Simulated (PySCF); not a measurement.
## Phosphorus: a sound run and one with changed settings

Sound run: P⁺ [Ne] 3s2 3p2, P²⁺ [Ne] 3s2 3p1. Computed with PySCF 2.14 in 6-31G*, with the non-relativistic Hamiltonian (point nucleus). In the sound run the correlated levels freeze [Ne]. The sound run starts from symmetry-adapted Hartree-Fock orbitals and uses a fine grid where one is needed.

A second run was set up differently.

```json
{"species": "P⁺", "method": "UHF", "sound run (hartree)": "-340.32368", "changed run (hartree)": "-336.62453", "converged": "yes"}
{"species": "P⁺", "method": "BP86", "sound run (hartree)": "-340.88020", "changed run (hartree)": "-337.09589", "converged": "yes"}
{"species": "P⁺", "method": "M06-2X", "sound run (hartree)": "-340.83211", "changed run (hartree)": "-337.11363", "converged": "yes"}
{"species": "P⁺", "method": "MP2", "sound run (hartree)": "-340.37069", "changed run (hartree)": "-336.63238", "converged": "yes"}
{"species": "P⁺", "method": "CCSD(T)", "sound run (hartree)": "-340.39067", "changed run (hartree)": "-336.63868", "converged": "yes"}
{"species": "P²⁺", "method": "UHF", "sound run (hartree)": "-339.61887", "changed run (hartree)": "-335.95185", "converged": "yes"}
{"species": "P²⁺", "method": "BP86", "sound run (hartree)": "-340.15014", "changed run (hartree)": "-336.39258", "converged": "yes"}
{"species": "P²⁺", "method": "M06-2X", "sound run (hartree)": "-340.11095", "changed run (hartree)": "-336.41719", "converged": "yes"}
{"species": "P²⁺", "method": "MP2", "sound run (hartree)": "-339.65754", "changed run (hartree)": "-335.96803", "converged": "yes"}
{"species": "P²⁺", "method": "CCSD(T)", "sound run (hartree)": "-339.67723", "changed run (hartree)": "-335.98011", "converged": "yes"}
```

Ionisation energy of P⁺:

```json
{"method": "UHF", "sound run (eV)": "19.179", "changed run (eV)": "18.304"}
{"method": "BP86", "sound run (eV)": "19.866", "changed run (eV)": "19.138"}
{"method": "M06-2X", "sound run (eV)": "19.624", "changed run (eV)": "18.951"}
{"method": "MP2", "sound run (eV)": "19.406", "changed run (eV)": "18.078"}
{"method": "SCS-MP2", "sound run (eV)": "19.336", "changed run (eV)": "18.032"}
{"method": "CCSD", "sound run (eV)": "19.407", "changed run (eV)": "17.921"}
{"method": "CCSD(T)", "sound run (eV)": "19.414", "changed run (eV)": "17.921"}
```

**Question.** What was changed?
A. minimal basis
B. a valence shell is frozen
C. basis contracted for another Hamiltonian
D. too few SCF iterations

**Answer.** A. It used basis STO-3G. A minimal basis cannot let orbitals breathe on ionisation and holds almost no correlation.
